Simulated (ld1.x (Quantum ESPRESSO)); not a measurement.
## oxygen (O): one change to a TM potential, before and after

```
Element                 : O
Generator               : ld1.x (Quantum ESPRESSO) 7.5
Type                    : norm-conserving Troullier–Martins (Kleinman–Bylander form)
Functional              : LDA (PZ)
Relativity              : scalar-relativistic
Frozen core             : [He]
Valence charge          : 6
Reference configuration : 2s2 2p3.5 (charge +0.5)
Partial waves           : 2s (bound): rc 0.75 bohr; 2p (bound): rc 0.95 bohr
Local potential         : all-electron potential smoothed inside 0.80 bohr (lloc = -2)
Core correction         : none
```

All-electron outer shells of the reference configuration (LDA (PZ), scalar-relativistic, ld1.x):

```csv
shell,level (eV),outermost node (bohr),outermost maximum (bohr)
2s,-31.16,0.28,0.87
2p,-16.43,–,0.80
```

Change: wave 2s (bound): rc 0.75 bohr becomes 2s (bound): rc 0.94 bohr.

Cutoffs: the cutoffs (Ry, on a coarse ladder) from which the occupation-weighted sum of valence levels, in a spherical-Bessel basis at the reference potential, stays within 10 and 1 mRy of its value at 400 Ry; they do not see the model core or the augmentation charge, which bear on the density cutoff. Errors are all-electron minus pseudo energies relative to the spin-unpolarised reference configuration.

Question: How do hardness, ghosts and transferability respond?

Answer: The potential gets softer (140 Ry and 230 Ry → 120 Ry and 200 Ry); of the 9 tests that both files solve, the error grows in 5 and shrinks in 0 by more than 15 % and 0.3 meV (median size 16.7 → 20.3 meV); neither file shows a bound ghost. A larger radius leaves more room for a smooth pseudo-wave, so fewer plane waves are needed. More of the atom is replaced by a form fitted at one configuration, so other configurations suffer.

```tsv
quantity	base	changed
cutoff, loose	140 Ry	120 Ry
cutoff, tight	230 Ry	200 Ry
loose cutoff by channel (10 mRy a level)	s 70 Ry, p 100 Ry	s 55 Ry, p 100 Ry
bound ghosts	none	none
error for 2s2 2p4, meV [ΔE -6.37 eV]	+0.8	+1.0
error for 2s2 2p3, meV [ΔE 10.22 eV]	+0.7	+1.1
error for 2s2 2p2, meV [ΔE 43.93 eV]	+27	+32
error for 2s1 2p4, meV [ΔE 25.06 eV]	+10	+11
error for 2s1 2p5, meV [ΔE 8.22 eV]	+17	+20
error for 2s0 2p6, meV [ΔE 22.86 eV]	+59	+69
error for 2s2 2p4.3, meV [ΔE -8.54 eV]	+1.3	+1.6
error for 2s2 2p3.5 (spin-polarised), meV [ΔE -2.47 eV]	+254	+253
error for 2s2 2p4 (spin-polarised), meV [ΔE -7.77 eV]	+139	+139
s: phases at 1.05 bohr within 0.05 rad from the reference energy up to (Ry; the scan ends near 5)	to the end of the scan	to the end of the scan
p: phases at 1.05 bohr within 0.05 rad from the reference energy up to (Ry; the scan ends near 5)	to the end of the scan	to the end of the scan
```
